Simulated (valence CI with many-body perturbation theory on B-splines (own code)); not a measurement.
La XLV: calculated level list

Computed by valence CI with perturbative core correlation (CI+MBPT): three valence electrons over a frozen Dirac-Fock core [Ne], a basis of 11 s, 11 p, 10 d, 8 f, 5 g, 2 h functions for each j, with the one-electron correlation potential Σ1, the two-electron term Σ2, the three-electron term Σ3, Breit, model QED; selected CI, second order for the rest, scaled by the run's own slope (own B-spline code, finite nucleus).

No measured spectrum was set against this ion. As an estimate, large intervals hold to a few tenths of a per cent, small ones and those within an open d or f shell to about a per cent.

Levels 1 to 45 of 157, with energies above the lowest level, (3s^2 3p1/2) J=1/2. "Leading %" is the weight of the configuration and term that name the level; weights of strongly mixed levels are sums over their largest components and can fall short, so below about 35 % the name and the second component can differ from the true leading terms, or belong to a minority configuration. In the jj column 3d3/2^4 stands for four electrons in 3d with j = 3/2. Lifetimes count E1, E2, E3, M1 and M2 decay at the calculated energies, and are blank where another channel may lead or the interval is too uncertain; long ones can be off by a factor of two.

| No. | Configuration | Term | J | E (eV) | Leading % | g | Leading jj | Lifetime |
| --- | --- | --- | --- | --- | --- | --- | --- | --- |
| 1 | 3s²3p | ²P° | 1/2 | 0.00 | 99 | 0.656 | 3s^2 3p1/2 (99 %) |  |
| 2 | 3s²3p | ²P° | 3/2 | 106.33 | 98 | 1.327 | 3s^2 3p3/2 (98 %) | 177 ns |
| 3 | 3s3p² | ⁴P | 1/2 | 110.48 | 63 | 2.261 | 3s 3p1/2^2 (96 %) | 67.8 ps |
| 4 | 3s3p² | ⁴P | 3/2 | 197.40 | 92 | 1.662 | 3s 3p1/2 3p3/2 (99 %) | 551 ps |
| 5 | 3s3p² | ²D | 5/2 | 209.59 | 53 | 1.368 | 3s 3p1/2 3p3/2 (96 %) | 165 ps |
| 6 | 3s3p² | ²D | 3/2 | 226.00 | 60 | 0.939 | 3s 3p1/2 3p3/2 (83 %) | 7.50 ps |
| 7 | 3s3p² | ²P | 1/2 | 234.11 | 71 | 1.198 | 3s 3p1/2 3p3/2 (94 %) | 2.21 ps |
| 8 | 3s²3d | ²D | 3/2 | 272.81 | 83 | 0.838 | 3s^2 3d3/2 (83 %) | 1.71 ps |
| 9 | 3s²3d | ²D | 5/2 | 287.25 | 78 | 1.265 | 3s^2 3d5/2 (78 %) | 22.4 ps |
| 10 | 3s3p² | ²D | 5/2 | 319.09 | 43 | 1.346 | 3s 3p3/2^2 (78 %) | 4.90 ps |
| 11 | 3p³ | ²P° | 3/2 | 337.68 | 35 | 1.231 | 3p1/2^2 3p3/2 (78 %) | 7.66 ps |
| 12 | 3s3p² | ²S | 1/2 | 340.95 | 69 | 1.854 | 3s 3p3/2^2 (97 %) | 3.16 ps |
| 13 | 3s3p² | ²P | 3/2 | 346.04 | 65 | 1.198 | 3s 3p3/2^2 (96 %) | 1.59 ps |
| 14 | 3s3p3d | ⁴F° | 3/2 | 351.69 | 77 | 0.545 | 3s 3p1/2 3d3/2 (89 %) | 23.5 ps |
| 15 | 3s3p3d | ⁴F° | 5/2 | 360.31 | 53 | 1.046 | 3s 3p1/2 3d3/2 (92 %) | 86.9 ps |
| 16 | 3s3p3d | ⁴D° | 1/2 | 378.96 | 66 | 0.357 | 3s 3p1/2 3d3/2 (96 %) | 2.28 ps |
| 17 | 3s3p3d | ⁴D° | 3/2 | 380.74 | 44 | 1.322 | 3s 3p1/2 3d3/2 (80 %) | 2.18 ps |
| 18 | 3s3p3d | ⁴P° | 5/2 | 385.74 | 37 | 1.343 | 3s 3p1/2 3d5/2 (96 %) | 9.89 ps |
| 19 | 3s3p3d | ⁴F° | 7/2 | 393.05 | 55 | 1.253 | 3s 3p1/2 3d5/2 (93 %) | 16.1 ps |
| 20 | 3s3p3d | ²F° | 5/2 | 401.14 | 42 | 1.083 | 3s 3p1/2 3d5/2 (89 %) | 10.7 ps |
| 21 | 3s3p3d | ²D° | 3/2 | 403.75 | 39 | 1.188 | 3s 3p1/2 3d5/2 (64 %) | 4.05 ps |
| 22 | 3p³ | ²D° | 5/2 | 441.99 | 68 | 1.122 | 3p1/2 3p3/2^2 (68 %) | 3.96 ps |
| 23 | 3p³ | ²D° | 3/2 | 446.93 | 44 | 1.308 | 3p1/2 3p3/2^2 (79 %) | 1.79 ps |
| 24 | 3p³ | ²P° | 1/2 | 454.13 | 84 | 0.667 | 3p1/2 3p3/2^2 (84 %) | 2.76 ps |
| 25 | 3s3p3d | ⁴D° | 3/2 | 469.00 | 42 | 1.345 | 3s 3p3/2 3d3/2 (98 %) | 2.78 ps |
| 26 | 3s3p3d | ⁴D° | 5/2 | 469.65 | 52 | 1.272 | 3s 3p3/2 3d3/2 (83 %) | 2.23 ps |
| 27 | 3s3p3d | ⁴P° | 1/2 | 469.92 | 87 | 2.314 | 3s 3p3/2 3d3/2 (97 %) | 3.22 ps |
| 28 | 3s3p3d | ⁴D° | 7/2 | 472.19 | 44 | 1.296 | 3s 3p3/2 3d3/2 (75 %) | 3.44 ps |
| 29 | 3s3p3d | ⁴F° | 9/2 | 478.07 | 100 | 1.327 | 3s 3p3/2 3d5/2 (100 %) | 210 ns |
| 30 | 3s3p3d | ²D° | 3/2 | 488.73 | 60 | 1.029 | 3s 3p3/2 3d3/2 (51 %) | 2.24 ps |
| 31 | 3p²3d | ⁴F | 3/2 | 489.02 | 39 | 0.759 | 3p1/2^2 3d3/2 (98 %) | 10.8 ps |
| 32 | 3s3p3d | ²D° | 5/2 | 495.32 | 46 | 1.336 | 3s 3p3/2 3d5/2 (94 %) | 4.97 ps |
| 33 | 3s3p3d | ²D° | 3/2 | 504.04 | 42 | 1.162 | 3s 3p3/2 3d5/2 (44 %) | 2.39 ps |
| 34 | 3s3p3d | ²F° | 7/2 | 504.70 | 82 | 1.182 | 3s 3p3/2 3d5/2 (80 %) | 4.84 ps |
| 35 | 3s3p3d | ²F° | 5/2 | 504.76 | 73 | 0.935 | 3s 3p3/2 3d3/2 (90 %) | 1.31 ps |
| 36 | 3s3p3d | ²P° | 1/2 | 506.96 | 73 | 0.611 | 3s 3p3/2 3d3/2 (80 %) | 1.27 ps |
| 37 | 3s3p3d | ²F° | 7/2 | 516.88 | 75 | 1.194 | 3s 3p3/2 3d5/2 (94 %) | 2.63 ps |
| 38 | 3p²3d | ²D | 5/2 | 521.20 | 27 | 1.193 | 3p1/2^2 3d5/2 (94 %) | 7.55 ps |
| 39 | 3s3p3d | ²P° | 1/2 | 525.09 | 84 | 0.679 | 3s 3p3/2 3d5/2 (80 %) | 2.92 ps |
| 40 | 3s3p3d | ²P° | 3/2 | 531.49 | 81 | 1.303 | 3s 3p3/2 3d5/2 (96 %) | 1.85 ps |
| 41 | 3s3p3d | ²D° | 5/2 | 533.46 | 64 | 1.119 | 3s 3p3/2 3d5/2 (88 %) | 1.67 ps |
| 42 | 3p³ | ²P° | 3/2 | 571.59 | 46 | 1.232 | 3p3/2^3 (85 %) | 1.12 ps |
| 43 | 3p²3d | ²F | 5/2 | 577.21 | 54 | 0.929 | 3p1/2 3p3/2 3d3/2 (90 %) | 6.02 ps |
| 44 | 3p²3d | ⁴F | 3/2 | 582.95 | 38 | 0.935 | 3p1/2 3p3/2 3d3/2 (97 %) | 3.22 ps |
| 45 | 3p²3d | ⁴D | 1/2 | 584.99 | 81 | 0.159 | 3p1/2 3p3/2 3d3/2 (99 %) | 3.04 ps |

The ionisation energy to 3s² ¹S0 of the next ion comes out as 3517 eV (NIST: 3515 ± 4 eV (theoretical)). All 157 levels together are meant to be complete up to 1723.65 eV.
